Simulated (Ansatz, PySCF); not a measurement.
Energy landscape of H6SSi2, singlet: bend at the central S, local threefold symmetry of each SiH3 group. Scanned: Si-S-Si angle. Other coordinates (S-Si length, H-Si-S angle, Si-H length) were minimised at B3LYP/def2-TZVP.

Computed with: RKS-PBE/def2-TZVP = Ansatz (a quantum-chemistry and plane-wave program) with restricted PBE/def2-TZVP; B3LYP/def2-TZVP, density fitting (PySCF); wB97X-V/def2-TZVP, density fitting (PySCF).

Energies relative to the lowest point of each profile, in kJ/mol; the last columns give the difference from wB97X-V:

```tsv
a / °	RKS-PBE/def2-TZVP	B3LYP	wB97X-V	RKS-PBE/def2-TZVP − wB97X-V	B3LYP − wB97X-V
180	104.9	104.7	109.7	-4.8	-5.0
172.50	102.8	102.4	107.4	-4.7	-5.0
165	96.5	95.9	100.9	-4.4	-5.0
157.50	86.8	85.7	90.7	-3.9	-5.0
150	74.4	72.8	77.7	-3.3	-5.0
142.50	60.5	58.3	63.1	-2.6	-4.8
135	46.0	43.4	48.0	-1.9	-4.5
127.50	32.2	29.4	33.5	-1.3	-4.1
120	19.9	17.0	20.5	-0.6	-3.5
112.50	9.9	7.4	10.0	-0.1	-2.6
105	2.9	1.3	2.7	0.2	-1.4
97.50	0.0	0.0	0.0	0.0	0.0
90	2.7	5.6	4.1	-1.4	1.5
```

RKS-PBE/def2-TZVP is furthest from wB97X-V at 180 (-4.8 kJ/mol, below); its mean absolute difference over the points is 2.2 kJ/mol.

B3LYP is furthest from wB97X-V at 165 (-5.0 kJ/mol, below); its mean absolute difference over the points is 3.6 kJ/mol.
